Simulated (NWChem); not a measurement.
System: BI$_{3}$; SMILES IB(I)I

```xyz
4

B      0.0000     0.0000     0.0000
I      0.7201     1.9939     0.0000
I      1.3667    -1.6206     0.0000
I     -2.0868    -0.3733     0.0000
```
Atoms are numbered in this order, from 1.

Program: NWChem. Medium grid unless said otherwise, to which SCAN and Minnesota functionals are sensitive. Geometry: optimised at PBE0/def2-SVP. def2 effective core potentials on I; no spin-orbit coupling. B3LYP is NWChem's, with the RPA form of VWN correlation. Total energies of different functionals are on different scales.

```
level                                 energy (Ha)  highest occupied level (eV)  orbital gap (eV)
------------------------------------  -----------  ---------------------------  ----------------
B3LYP/def2-SVP                          -918.2860                        -7.02              4.49
PBE/def2-SVP                            -917.9331                        -6.17              3.01
B97-2/def2-SVP                          -918.9203                        -7.09              4.63
M05-2X/def2-SVP                         -917.8741                        -8.79              6.96
BLYP/def2-SVP                           -917.8213                        -5.91              3.02
RPBE/def2-SVP                           -918.1845                        -6.11              3.04
TPSSh/def2-SVP                          -917.7384                        -6.76              3.89
revPBE/def2-SVP                         -918.1237                        -6.13              3.04
LDA (Slater exchange, PW92)/def2-SVP    -916.4863                        -6.32              2.95
r2SCAN0/def2-SVP                        -918.2618                        -7.56              5.11
```
